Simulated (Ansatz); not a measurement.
Wavefunction ladder for CH₆SSi₂ (`C[SiH]1[SiH2]S1`)

Cartesian coordinates in Å:
```
C 1.172 -1.284 0.020
Si -0.504 -0.471 0.002
Si -0.834 1.734 -0.261
S -0.974 0.799 1.676
H 1.948 -0.556 0.260
H 1.390 -1.724 -0.956
H 1.199 -2.079 0.769
H -1.587 -1.428 -0.339
H -2.101 2.317 -0.766
H 0.290 2.691 -0.405
```

Total charge 0; spin multiplicity 1. The geometry is a stationary point of PBE0-D4/def2-TZVP. Frozen core, restricted reference, Ansatz 0.2.0. CBS rows extrapolate triple and quadruple zeta; past MP2 they add the triple-zeta difference.

| basis | HF (Eh) | MP2 corr. | CCSD corr. | (T) | CCSD(T) total |
| --- | --- | --- | --- | --- | --- |
| def2-SVP | -1016.45082 | -0.46450 | -0.52205 | -0.01743 | -1016.99030 |
| def2-TZVPP | -1016.84220 | -0.59196 | -0.64710 | -0.02964 | -1017.51894 |
| def2-QZVPP | -1016.87281 | -0.63757 | – | – | – |
| CBS(def2) | -1016.87702 | -0.67136 | -0.72649 | as TZ | -1017.63315 |
